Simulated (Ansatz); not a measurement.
Species: C9H9B2N, SMILES `Bc1cc(B)c2ncccc2c1` (charge 0, multiplicity 1).

### Question
Give a relaxed geometry from PBE-D3(BJ)/def2-SVP in Ansatz (a first-principles code).

### Answer
This is not unique; one that fits is the end point of this relaxation, one of several conformers (outside a Z-matrix the atoms follow the SMILES, hydrogens last).
Z-matrix (Å, degrees):
```
C
N 1 1.3622
C 2 1.3248 1 118.64
H 3 1.1062 2 116.24 1 180.00
C 3 1.4233 4 119.23 2 180.00
C 5 1.3835 3 118.13 4 180.00
H 5 1.0999 6 121.70 3 179.99
H 6 1.1017 5 121.51 7 0.00
C 6 1.4249 8 119.32 5 -179.99
C 9 1.4199 6 122.28 8 0.00
H 10 1.1033 9 118.49 6 -0.01
C 10 1.4043 11 119.40 9 -179.99
C 12 1.4333 10 117.13 11 179.99
C 13 1.4013 12 124.11 10 0.03
H 13 1.1022 14 118.06 1 179.98
B 12 1.5441 10 120.89 11 0.00
H 16 1.2169 12 120.38 10 179.96
H 16 1.2179 17 119.71 12 180.00
B 14 1.5495 13 119.11 15 -0.06
H 19 1.2109 14 122.59 13 -179.83
H 19 1.2188 20 119.82 14 -179.97
```
